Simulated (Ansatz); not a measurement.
One change: `N=C(F)Cl` becomes `N=C(F)BS`.

Ansatz, PBE0-D4/def2-TZVP geometries, multiplicity 1. Each molecule was computed in one conformer, which needn't be the lowest.

| property | `N=C(F)Cl` |
| --- | --- |
| HOMO–LUMO gap (PBE/def2-TZVPP) / eV | 5.92 |
| HOMO energy (PBE0/def2-TZVPP) / eV | -9.04 |
| HOMO–LUMO gap (PBE0/def2-TZVPP) / eV | 8.60 |
| HOMO energy (PBE/def2-TZVPP) / eV | -7.46 |
| HOMO–LUMO gap (ωB97M-V/def2-TZVPP) / eV | 13.31 |
| size of the dipole moment (ωB97M-V/def2-TZVPP) / D | 1.78 |

Problem. Give the same properties after the change, and the shifts. (An estimate is asked.)

Solution. The calculation gave: 
| property | `N=C(F)BS` | shift |
| --- | --- | --- |
| HOMO–LUMO gap (PBE/def2-TZVPP) / eV | 4.01 | -1.91 |
| HOMO energy (PBE0/def2-TZVPP) / eV | -8.48 | 0.56 |
| HOMO–LUMO gap (PBE0/def2-TZVPP) / eV | 6.06 | -2.54 |
| HOMO energy (PBE/def2-TZVPP) / eV | -7.32 | 0.14 |
| HOMO–LUMO gap (ωB97M-V/def2-TZVPP) / eV | 10.32 | -2.99 |
| size of the dipole moment (ωB97M-V/def2-TZVPP) / D | 0.55 | -1.23 |

With PBE0 the HOMO rises by 0.56 eV and the LUMO falls by 1.98 eV, so the gap narrows by about 2.54 eV. PBE moves the HOMO by 0.14 eV and ωB97M-V by 0.74 eV. The zero-point energy changes by 58.4 kJ/mol with +9 modes. Dipoles are sizes alone; their direction can turn.
